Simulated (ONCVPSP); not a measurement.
Pseudopotential generation for Zn (Z = 30): ONCV, PBEsol, scalar-relativistic.

ONCVPSP 4.0.1 was run on this input:

```
# ATOM AND REFERENCE CONFIGURATION
# atsym  z   nc   nv     iexc    psfile
  Zn 30.00    5    2  -116133      upf
#
#   n    l    f
    1    0    2.00
    2    0    2.00
    2    1    6.00
    3    0    2.00
    3    1    6.00
    3    2   10.00
    4    0    2.00
#
# PSEUDOPOTENTIAL AND OPTIMIZATION
# lmax
    2
#
#   l,   rc,      ep,       ncon, nbas, qcut
    0    1.80    0.00    4    9    3.10
    1    1.50    0.09    4    8    6.10
    2    0.95    0.00    4    9   20.10
#
# LOCAL POTENTIAL
# lloc, lpopt,  rc(5),   dvloc0
    4    5    0.80    4.00
#
# VANDERBILT-KLEINMAN-BYLANDER PROJECTORs
# l, nproj, debl
    0    2    1.30
    1    1    1.20
    2    2    2.40
#
# MODEL CORE CHARGE
# icmod, fcfact, rcfact
    3    5.75    1.20
#
# LOG DERIVATIVE ANALYSIS
# epsh1, epsh2, depsh
   -2.00    5.00    0.02
#
# OUTPUT GRID
# rlmax, drl
    6.00    0.01
#
# TEST CONFIGURATIONS
# ncnf
    4
# nvcnf
#   n    l    f
    2
    3    2   10.00
    4    0    1.00
#
    2
    3    2   10.00
    4    0    0.00
#
    2
    3    2    9.00
    4    0    0.00
#
    3
    3    2   10.00
    4    0    0.00
    4    1    1.00
#
```

Command:

```bash
oncvpsp.x < Zn.dat > Zn.out
```

Resulting log (shortened: citation, most of the input echo, consistency checks and plot data are left out):

```
ONCVPSP  (Optimized Norm-Conservinng Vanderbilt PSeudopotential)
scalar-relativistic version 4.0.1

#   n    l    f        energy (Ha)
    1    0    2.00    -3.4975222E+02
    2    0    2.00    -4.2529183E+01
    2    1    6.00    -3.6876660E+01
    3    0    2.00    -4.7378355E+00
    3    1    6.00    -3.0596018E+00
    3    2   10.00    -3.7369768E-01
    4    0    2.00    -2.2043144E-01

Reference configufation results
  iterations    29
  all-electron total energy (Ha)   -1.79460084D+03

Begin loop to  construct optimized pseudo wave functions
and semi-local pseudopoentials for all angular momenta

   Wellstate for l =  0  n =  5
     eigenvalue =   1.0796
     asymptotic potential =   1.5796
     half-point radius =  3.4372

Calculating optimized projector #   1

 for l=   0

    Fraction of norm inside rc  0.219281
    Optimizing pswf for qcut=   3.11 a_B^-1,  ecut=   4.83 Ha
    Residual kinetic energy error=  2.92D-03 Ha

    Energy error per electron        Cutoff
         Ha          eV             Ha
         0.01000     0.27211        3.45
         0.00100     0.02721        9.24
         0.00010     0.00272       57.53
         0.00001     0.00027       72.87

Calculating optimized projector #   2

 for l=   0

    Fraction of norm inside rc  0.209257
    Optimizing pswf for qcut=   3.11 a_B^-1,  ecut=   4.83 Ha
    Residual kinetic energy error=  1.69D-02 Ha

    Energy error per electron        Cutoff
         Ha          eV             Ha
         0.01000     0.27211        5.38
         0.00100     0.02721       22.89
         0.00010     0.00272       87.87
         0.00001     0.00027      102.15

   Wellstate for l =  1  n =  4
     eigenvalue =   0.0900
     asymptotic potential =   0.5900
     half-point radius =  4.2179

Calculating optimized projector #   1

 for l=   1

    Fraction of norm inside rc  0.070549
    Optimizing pswf for qcut=   6.09 a_B^-1,  ecut=  18.52 Ha
    Residual kinetic energy error=  1.88D-03 Ha

    Energy error per electron        Cutoff
         Ha          eV             Ha
         0.01000     0.27211       12.33
         0.00100     0.02721       30.67
         0.00010     0.00272       87.54
         0.00001     0.00027      118.58

   Wellstate for l =  2  n =  4
     eigenvalue =   2.0263
     asymptotic potential =   2.5263
     half-point radius =  2.0102

Calculating optimized projector #   1

 for l=   2

    Fraction of norm inside rc  0.639367
    Optimizing pswf for qcut=  20.10 a_B^-1,  ecut= 202.06 Ha
    Residual kinetic energy error=  7.15D-07 Ha

    Energy error per electron        Cutoff
         Ha          eV             Ha
         0.01000     0.27211      108.37
         0.00100     0.02721      131.55
         0.00010     0.00272      151.19
         0.00001     0.00027      167.99

Calculating optimized projector #   2

 for l=   2

    Fraction of norm inside rc  0.122250
    Optimizing pswf for qcut=  20.10 a_B^-1,  ecut= 202.06 Ha
    Residual kinetic energy error=  8.50D-09 Ha

    Energy error per electron        Cutoff
         Ha          eV             Ha
         0.01000     0.27211      102.22
         0.00100     0.02721      127.87
         0.00010     0.00272      149.25
         0.00001     0.00027      166.70

Construct Vanderbilt / Kleinmman-Bylander projectors

B matrix Hermiticity error, ll=   0
   1   2    6.4742E-05

  Orthonormal projector coefficients  9.8686E+00  1.3328E+00

B matrix Hermiticity error, ll=   2
   1   2    4.4543E-04

  Orthonormal projector coefficients -2.3122E+01 -5.6367E+00

Model core correction analysis
  based on d2Exc/dn_idn_j

d2excae - all-electron derivatives

   -2.745683D-02   -6.310749D-03
   -6.309394D-03   -3.382482D-02

d2excps - pseudofunction derivatives with no core correction

   -4.511579D-02   -6.775317D-03
   -6.773873D-03   -3.416653D-02

rms 2nd derivative error    8.837242E-03

rmatch, rhocmatch    0.8449   11.6954

Teter function model core charge with specified parameters

d2excps - pseudofunction derivatives with core correction

   -3.377796D-02   -6.603423D-03
   -6.601979D-03   -3.415512D-02

rms 2nd derivative error    3.171636E-03

Pseudoatom total energy  -63.267404

Diagnostic tests using Vanderbilt-Kleinman-Bylander pseudopotentials
  1 or more projectors used as specified by nproj input data

   l    rcore       rmatch      e in        delta e   norm test  slope test

   0   1.8060734   1.8609097  -0.2204314  -0.0000004   1.0000233   1.0000136
   0   1.8060734   1.8609097   1.0795686   0.0000046   1.0001364   1.0001364

   1   1.5003687   1.5459231   0.0900000   0.0000119   1.0000244   1.0000244

   2   0.9522510   0.9811634  -0.3736977  -0.0000090   1.0001637   1.0001697
   2   0.9522510   0.9811634   2.0263023  -0.0000152   1.0004223   1.0004223

 Testing for bound ghosts
   n   l    E NL Schr. Eq   E Basis Diag.   E Cutoff

       0                       -2.728438    106.19  WARNING - GHOST(-)
   1   0       -0.220432       -0.203779    106.19

   3   2       -0.373707       -0.355063    488.49

 Testing for highly-localized positive-energy ghosts
       l    <radius>/rc     E Basis Diag.   E Cutoff

       1        0.439441        0.225925     97.06  WARNING - GHOST(+)

Test configuration 0

   n   l     f        eae           eps        diff
   1   0  2.0000 -349.75222059
   2   0  2.0000  -42.52918286
   2   1  6.0000  -36.87665973
   3   0  2.0000   -4.73783554
   3   1  6.0000   -3.05960177
   3   2 10.0000   -0.37369768   -0.37370664   -8.95D-06
   4   0  2.0000   -0.22043144   -0.22043188   -4.40D-07

    Total energies and differences
      AE_ref= -1.79460084D+03  AE_tst= -1.79460084D+03  dif=  0.00D+00
      PS_ref= -6.32674038D+01  PS_tst= -6.32674038D+01  dif= -1.28D-13
      PSP excitation error=  1.28D-13

Test configuration 1

   n   l     f        eae           eps        diff
   1   0  2.0000 -350.10909878
   2   0  2.0000  -42.87852933
   2   1  6.0000  -37.22663779
   3   0  2.0000   -5.09328912
   3   1  6.0000   -3.41559161
   3   2 10.0000   -0.72736627   -0.72544117    1.93D-03
   4   0  1.0000   -0.51395943   -0.51439884   -4.39D-04

    Total energies and differences
      AE_ref= -1.79460084D+03  AE_tst= -1.79423701D+03  dif=  3.64D-01
      PS_ref= -6.32674038D+01  PS_tst= -6.29033278D+01  dif=  3.64D-01
      PSP excitation error= -2.49D-04

Test configuration 2

   n   l     f        eae           eps        diff
   1   0  2.0000 -350.52298413
   2   0  2.0000  -43.28058947
   2   1  6.0000  -37.62968109
   3   0  2.0000   -5.50350710
   3   1  6.0000   -3.82627288
   3   2 10.0000   -1.13319042   -1.12746786    5.72D-03

    Total energies and differences
      AE_ref= -1.79460084D+03  AE_tst= -1.79356270D+03  dif=  1.04D+00
      PS_ref= -6.32674038D+01  PS_tst= -6.22286153D+01  dif=  1.04D+00
      PSP excitation error= -6.48D-04

Test configuration 3

   n   l     f        eae           eps        diff
   1   0  2.0000 -351.31403572
   2   0  2.0000  -44.09095770
   2   1  6.0000  -38.43814232
   3   0  2.0000   -6.27376670
   3   1  6.0000   -4.58887715
   3   2  9.0000   -1.86279921   -1.86596606   -3.17D-03

    Total energies and differences
      AE_ref= -1.79460084D+03  AE_tst= -1.79207401D+03  dif=  2.53D+00
      PS_ref= -6.32674038D+01  PS_tst= -6.07422013D+01  dif=  2.53D+00
      PSP excitation error=  1.62D-03

Test configuration 4

   n   l     f        eae           eps        diff
   1   0  2.0000 -350.17665827
   2   0  2.0000  -42.94194492
   2   1  6.0000  -37.29024199
   3   0  2.0000   -5.16106439
   3   1  6.0000   -3.48345306
   3   2 10.0000   -0.79287098   -0.78850234    4.37D-03
   4   1  1.0000   -0.31825396   -0.31829541   -4.15D-05

    Total energies and differences
      AE_ref= -1.79460084D+03  AE_tst= -1.79400335D+03  dif=  5.97D-01
      PS_ref= -6.32674038D+01  PS_tst= -6.26694668D+01  dif=  5.98D-01
      PSP excitation error= -4.52D-04
```

Note: ghosts flagged at negative energy: s at -74.2 eV; GHOST(+) flagged for p at 6.1 eV. A true bound ghost makes a file unfit for plane-wave use.

The run took about 3.3 s on one core of a shared server CPU.
